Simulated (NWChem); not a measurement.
System: CH₆BNO; SMILES CB(N)O

```xyz
10

B     -0.0146     0.0735     0.0044
C      0.1278    -1.5060     0.0006
H      1.1713    -1.8542    -0.0189
H     -0.3823    -1.9439    -0.8745
H     -0.3497    -1.9451     0.8933
O     -1.2477     0.6861     0.0247
H     -1.9686     0.0530     0.0366
N      1.1088     0.9196    -0.0123
H      1.0201     1.9269    -0.0124
H      2.0586     0.5816    -0.0312
```
Atoms are numbered in this order, from 1.

Level: PBE0/def2-SVP (NWChem), optimised geometry, unscaled harmonic frequencies. 

| frequency (cm⁻¹) | IR intensity (km/mol) |
|---|---|
| 89 | 0.7 |
| 330 | 1.0 |
| 395 | 67.7 |
| 408 | 10.2 |
| 445 | 34.8 |
| 482 | 202.5 |
| 611 | 1.1 |
| 766 | 3.4 |
| 833 | 8.2 |
| 899 | 26.1 |
| 909 | 3.9 |
| 1020 | 122.1 |
| 1270 | 48.5 |
| 1379 | 247.6 |
| 1405 | 112.2 |
| 1442 | 4.1 |
| 1462 | 20.8 |
| 1600 | 224.6 |
| 3047 | 4.2 |
| 3129 | 10.8 |
| 3155 | 17.4 |
| 3650 | 36.9 |
| 3768 | 33.8 |
| 3949 | 69.7 |

- zero-point energy = 52.1 kcal/mol
- thermal correction to the enthalpy at 298.15 K (with zero-point energy) = 56.2 kcal/mol
- heat capacity Cv = 19.4 cal/(mol K)
- entropy at 298.15 K and 1 atm (symmetry number 1) = 72.2 cal/(mol K)
- dipole moment = 0.79 D

Rigid rotor and harmonic oscillator; modes under 100 cm⁻¹ make the entropy uncertain.
